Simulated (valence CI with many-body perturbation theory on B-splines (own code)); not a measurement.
## Hyperfine factors and g values of Pt LVI

Level of theory: valence CI with perturbative core correlation (CI+MBPT): five valence electrons over a frozen Dirac-Fock core [Ar], radial functions for each j: 7 s, 7 p, 8 d, 6 f, 4 g, 1 h, with the one-electron correlation potential Σ1, the two-electron term Σ2, the three-electron term Σ3, Breit, model QED; selected CI, second order for the rest, scaled by the run's own slope (own B-spline code, finite nucleus).

No measured spectrum was set against this ion. As an estimate, large intervals hold to a few tenths of a per cent, small ones and those within an open d or f shell to about a per cent. Excitations out of the core, of the other parity, are not computed and may begin above about 267 eV (a cautious bound); beyond it only levels of the ground parity were kept, without lifetimes. Only levels of the ground parity were solved; by the run's estimate the other parity begins above the list, which can be wrong where configurations are misplaced.

A/g_I is the dipole constant over the nuclear g factor μ/I (μ in nuclear magnetons, uniformly magnetised nucleus), B/Q the quadrupole constant per barn. Both hold the static response of the core; the bare values leave it out. Large factors of s and p1/2 electrons are usually good to 5 to 10 %; those of open d and f shells near neutrality can be off by tens of per cent, and small factors of p3/2, d and f electrons come from cancelling terms and can be off by a factor of two or in sign, in half-filled shells by more. B is blank for J = 1/2, where it vanishes, and for nearly pure S terms. Energies count from the lowest level.

Levels are named by their leading jj configuration (3d3/2^4 stands for four electrons in 3d with j = 3/2), which in mixed levels can hold well under half, so a name can repeat and another be missing. Letters in brackets count levels of one name in rising energy.

| Level | E (eV) | g | A/g_I (MHz) | A/g_I bare | B/Q (MHz/b) | B/Q bare |
| --- | --- | --- | --- | --- | --- | --- |
| (3d3/2^4 3d5/2) J=5/2 | 0.00 | 1.259 | 44500 | 45600 | 86000 | 86700 |
| (3d3/2^3 3d5/2^2) J=5/2 [a] | 77.84 | 1.326 | 26500 | 27800 | 30800 | 31000 |
| (3d3/2^3 3d5/2^2) J=7/2 [a] | 90.02 | 1.158 | 52400 | 53200 | 92100 | 92900 |
| (3d3/2^3 3d5/2^2) J=11/2 | 91.17 | 1.093 | 68000 | 68500 | -4020 | -4270 |
| (3d3/2^3 3d5/2^2) J=3/2 [a] | 92.23 | 1.136 | 67700 | 68300 | 76000 | 76700 |
| (3d3/2^3 3d5/2^2) J=9/2 | 97.44 | 1.127 | 60500 | 61200 | 94400 | 95200 |
| (3d3/2^3 3d5/2^2) J=5/2 [b] | 101.71 | 1.125 | 62400 | 63100 | -6890 | -6910 |
| (3d3/2^3 3d5/2^2) J=1/2 | 106.22 | 1.766 | -35500 | -32600 |  |  |
| (3d3/2^3 3d5/2^2) J=7/2 [b] | 106.32 | 1.066 | 74000 | 74400 | -102000 | -103000 |
| (3d3/2^3 3d5/2^2) J=3/2 [b] | 125.56 | 0.799 | 117000 | 117000 | -101000 | -101000 |
| (3d3/2^2 3d5/2^3) J=5/2 [a] | 166.64 | 1.315 | 19800 | 21100 | 4630 | 4680 |
| (3d3/2^2 3d5/2^3) J=7/2 [a] | 176.08 | 1.206 | 44500 | 45400 | -3500 | -3540 |
| (3d3/2^2 3d5/2^3) J=11/2 | 176.25 | 1.087 | 66200 | 66700 | 1310 | 1330 |
| (3d3/2^2 3d5/2^3) J=9/2 [a] | 178.49 | 1.138 | 57100 | 57800 | -7990 | -8070 |
| (3d3/2^2 3d5/2^3) J=13/2 | 181.46 | 1.064 | 71400 | 71800 | -79.8 | -71.0 |
| (3d3/2^2 3d5/2^3) J=1/2 [a] | 184.20 | 0.431 | 192000 | 190000 |  |  |
| (3d3/2^2 3d5/2^3) J=3/2 [a] | 185.42 | 1.158 | 55400 | 56200 | 2140 | 2140 |
| (3d3/2^2 3d5/2^3) J=5/2 [b] | 186.41 | 1.020 | 78900 | 79200 | -7750 | -7790 |
| (3d3/2^2 3d5/2^3) J=9/2 [b] | 191.96 | 1.094 | 65500 | 66000 | 1970 | 1990 |
| (3d3/2^2 3d5/2^3) J=7/2 [b] | 194.55 | 0.978 | 87600 | 87800 | -1950 | -1980 |
| (3d3/2^2 3d5/2^3) J=5/2 [c] | 197.15 | 1.046 | 74100 | 74400 | 7660 | 7690 |
| (3d3/2^2 3d5/2^3) J=3/2 [b] | 197.25 | 0.854 | 109000 | 109000 | 6760 | 6860 |
| (3d3/2^2 3d5/2^3) J=7/2 [c] | 204.03 | 1.025 | 79200 | 79500 | 2110 | 2130 |
| (3d3/2^2 3d5/2^3) J=1/2 [b] | 204.20 | 1.746 | -48500 | -45700 |  |  |
| (3d3/2^2 3d5/2^3) J=9/2 [c] | 213.53 | 1.102 | 64200 | 64700 | 25400 | 25700 |
| (3d3/2^2 3d5/2^3) J=3/2 [c] | 230.12 | 1.175 | 51600 | 52400 | -21200 | -21400 |
| (3d3/2^2 3d5/2^3) J=5/2 [d] | 234.51 | 1.173 | 51500 | 52300 | 19000 | 19200 |
| (3d3/2 3d5/2^4) J=5/2 [a] | 266.37 | 1.240 | 30800 | 31800 | -37700 | -38000 |
| (3d3/2 3d5/2^4) J=7/2 [a] | 276.14 | 1.175 | 50800 | 51600 | -105000 | -106000 |
| (3d3/2 3d5/2^4) J=11/2 | 277.48 | 1.067 | 69200 | 69600 | 2780 | 3040 |
| (3d3/2 3d5/2^4) J=3/2 [a] | 279.55 | 0.996 | 74000 | 74200 | -80100 | -80800 |
| (3d3/2 3d5/2^4) J=9/2 | 285.33 | 1.111 | 61300 | 61900 | -114000 | -115000 |
| (3d3/2 3d5/2^4) J=5/2 [b] | 290.41 | 1.105 | 62200 | 62800 | 18500 | 18600 |
| (3d3/2 3d5/2^4) J=7/2 [b] | 294.14 | 1.015 | 77300 | 77500 | 118000 | 119000 |
| (3d3/2 3d5/2^4) J=1/2 | 301.78 | 1.343 | -18900 | -17600 |  |  |
| (3d3/2 3d5/2^4) J=3/2 [b] | 319.36 | 0.854 | 115000 | 115000 | 117000 | 118000 |
| (3d5/2^5) J=5/2 | 374.88 | 1.152 | 49200 | 49900 | -114000 | -115000 |

Q: Take the isotope of mass number 195, with I = 1/2, μ = 0.6073 μN. What is the hyperfine structure of (3d3/2^3 3d5/2^2) J=1/2?

A: From the table A = -43100 MHz. Shifts from the centre of gravity in MHz: F = 0: 32300, F = 1: -10800.
